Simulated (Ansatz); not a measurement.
```xyz
3

C     0.0013    0.0215   -0.6362
F     0.0176    0.9786    0.1847
F     0.0028   -1.0591    0.1617
```

Basis set: STO-3G (spherical functions). Correlated methods keep 3 orbitals frozen. Charge 0, multiplicity 1.

Computed with Ansatz (development build ahead of 0.2.0); each method stands on the lowest determinant of its kind that the runs found. Restricted open shells among the atoms or ions are ROHF, correlated in semicanonical orbitals with singles.

Question: Give the atomization energy at this shape (free ground-state atoms in the same class of orbitals less the molecule, no zero-point energy) of singlet CF₂ by RHF-MP2, RHF.

Answer:

```json
{"method": "RHF-MP2", "atomization energy": "8.27 eV"}
{"method": "RHF", "atomization energy": "6.11 eV"}
```

This basis has no polarisation functions and is too small for such energies, which can lie far from measured ones in either direction.
